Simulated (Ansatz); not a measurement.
Reaction (formal exchange of groups at the Si–S bond): `S[SiH](Cl)Cl` + `CC` → `CC[SiH](Cl)Cl` + H₂S

Isolated molecules relaxed with PBE0-D4/def2-TZVP in Ansatz; ΔE leaves out vibrations. CCSD(T)/CBS adds triple-zeta CCSD(T) − MP2 to the extrapolated MP2 energy (def2 sets, frozen cores). This one scheme is used for every species. DFT in def2-TZVPP. One conformer a species, not always the lowest.

| level | ΔE (eV) |
| --- | --- |
| B97M-V | 0.59 |
| RPA@PBE/def2-TZVPP | 0.48 |
| CCSD(T)/def2-SVP | 0.48 |
| HF/def2-TZVPP | 0.57 |

Q: What does CCSD(T)/CBS give? (An estimate is asked.)

A: Computed: +0.54 eV. The listed levels differ from it by 0.05, -0.06, -0.06, 0.03 eV.

Largest T1 diagnostic among the species: 0.010.

At CCSD(T), def2-SVP lies −0.07 eV from the extrapolated value and def2-TZVPP −0.03 eV. Leaving LDA and LC-ωPBE aside and taking each functional with its dispersion term where it has one, the values, not all of them listed here, spread over 0.07 eV, from CAM-B3LYP-D4 to B97M-V. LDA lies −0.07 eV from PBE without D4.
